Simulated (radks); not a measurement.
Task: The mean radii <r> (bohr) of the occupied orbitals of an atom or ion are listed with their occupations. All-electron calculation, scalar-relativistic Kohn-Sham, LDA (Slater exchange, Perdew-Wang correlation), spin-polarised, spherical densities, point nucleus. Program: a radial shooting solver on a logarithmic mesh with Libxc functionals.

| orbital | occ. | <r> |
|---|---|---|
| 1s up | 1 | 0.03114 |
| 1s down | 1 | 0.03114 |
| 2s up | 1 | 0.1350 |
| 2s down | 1 | 0.1350 |
| 2p up | 3 | 0.1177 |
| 2p down | 3 | 0.1177 |
| 3s up | 1 | 0.3676 |
| 3s down | 1 | 0.3675 |
| 3p up | 3 | 0.3659 |
| 3p down | 3 | 0.3658 |
| 3d up | 5 | 0.3424 |
| 3d down | 5 | 0.3422 |
| 4s up | 1 | 0.8380 |
| 4s down | 1 | 0.8383 |
| 4p up | 3 | 0.8799 |
| 4p down | 2 | 0.8806 |

Name the element and its charge. Open shells, if any, are filled with parallel spins first.

Result: Z = 47, silver, charge +12: Ag12+ in [Ar] 3d10 4s2 4p5. The 1s radius gives Z: for a bare nucleus <r> = (2 gamma + 1)/(2Z) with gamma = sqrt(1 - (Z/c)^2), 0.03062 bohr for Z = 47, and screening makes it slightly larger (0.03114 here). The occupations add up to 35, and the charge is Z minus that.
